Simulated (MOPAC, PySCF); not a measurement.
CH$_{2}$O, SMILES `[CH]O` (lower singlet; H–C–O–H torsion 0°), neutral singlet in the gas phase. This singlet lies 0.96 eV below the relaxed triplet at the level composite: frozen-core CCSD(T) with HF/cc-pVQZ and the correlation energy extrapolated as X^-3 from cc-pVTZ and cc-pVQZ, plus CCSDT(Q) minus CCSD(T) in cc-pVDZ // PBE0-D3(BJ)/def2-TZVP (Ansatz).

Cartesian coordinates (Å):
SMILES: [CH]O
```xyz
4

C      0.6100     0.5630    -0.0012
O     -0.6796     0.4099    -0.0088
H      1.0679    -0.4617     0.0120
H     -0.9982    -0.5112    -0.0021
```
Charge 0, spin multiplicity 1.

All levels are single points at this geometry (PBE0-D3(BJ)/def2-TZVP); Pople sets use spherical d functions. Orbital energies aren't observables, and empty levels follow the basis.

PBE/6-31G* in PySCF gives gap (eV) = 2.18.

Problem. Estimate the gap (eV) from each of these levels: PBE-D3(BJ)/def2-TZVP in PySCF; PBE0-D3(BJ)/def2-TZVP in PySCF; BP86/6-31G* in PySCF; HF/3-21G in PySCF; PM6 in MOPAC.

Solution. 
```json
[
 {"level": "PBE-D3(BJ)/def2-TZVP in PySCF", "gap (eV)": "2.19"},
 {"level": "PBE0-D3(BJ)/def2-TZVP in PySCF", "gap (eV)": "4.90"},
 {"level": "BP86/6-31G* in PySCF", "gap (eV)": "2.23"},
 {"level": "HF/3-21G in PySCF", "gap (eV)": "13.40"},
 {"level": "PM6 in MOPAC", "gap (eV)": "10.59"}
]
```
